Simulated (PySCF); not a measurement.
Atomic charges by several schemes

Compound: (LiCl)3 ring, Li3Cl3.
Geometry (PBE0-D3(BJ)/def2-SVP, Å), atoms numbered from 1 in this order:
```xyz
6
Li3Cl3 angstrom
Li     1.4539    0.5140   -1.1593
Cl    -0.3281    1.6452   -1.6410
Li    -1.7216    0.8194   -0.2031
Cl    -1.7817   -0.6594    1.3775
Li     0.2733   -1.3375    1.3622
Cl     2.1043   -0.9817    0.2637
```

Density: PBE0/pcSseg-1 (PySCF); schemes: Mulliken, IAO, Hirshfeld and ESP-fitted. One conformer (not necessarily the lowest) at the PBE0-D3(BJ)/def2-SVP geometry, without solvent, vibrations or thermal averaging.

Question: Give the atomic charges in each scheme.

Answer: In e:

```csv
atom,environment,Mulliken,IAO,Hirshfeld,ESP-fitted
Li1,lithium bonded to 2 Cl,+0.649,+0.795,+0.371,+0.598
Cl2,chlorine bonded to 2 Li,-0.649,-0.795,-0.371,-0.597
Li3,lithium bonded to 2 Cl,+0.648,+0.795,+0.370,+0.595
Cl4,chlorine bonded to 2 Li,-0.648,-0.795,-0.371,-0.597
Li5,lithium bonded to 2 Cl,+0.649,+0.795,+0.371,+0.598
Cl6,chlorine bonded to 2 Li,-0.649,-0.795,-0.371,-0.598
```

Mean size of the charges over all atoms: IAO 0.795 e, Mulliken 0.649 e, ESP-fitted 0.597 e, Hirshfeld 0.371 e. Each set sums to the total charge, 0, to within 0.001 e. The ESP scheme is a least-squares fit of atom-centred charges to the potential on four shells outside the van der Waals surface, with the total charge fixed.

Lowest charge. All schemes pick atoms of one kind: Mulliken Cl2 and Cl6 (-0.649); IAO Cl2, Cl4 and Cl6 (-0.795); Hirshfeld Cl2, Cl4 and Cl6 (-0.371); ESP-fitted Cl6 (-0.598).

Highest charge. All schemes pick atoms of one kind: Mulliken Li1 and Li5 (+0.649); IAO Li1, Li3 and Li5 (+0.795); Hirshfeld Li1 and Li5 (+0.371); ESP-fitted Li1 and Li5 (+0.598).

Question: How many electrons does the ESP-fitted scheme count on Cl6?

Answer: Z − q = 17 − (-0.598) = 17.598.

Question: Sum the charges by element.

Answer: 
| element | atoms | Mulliken | IAO | Hirshfeld | ESP-fitted |
| --- | --- | --- | --- | --- | --- |
| Li | 3 | +1.946 | +2.385 | +1.112 | +1.792 |
| Cl | 3 | -1.946 | -2.385 | -1.112 | -1.792 |

The run behind these numbers computed NMR shieldings as well. The run took 6.1 s of wall time on one thread, Arm Neoverse V1, shared host.
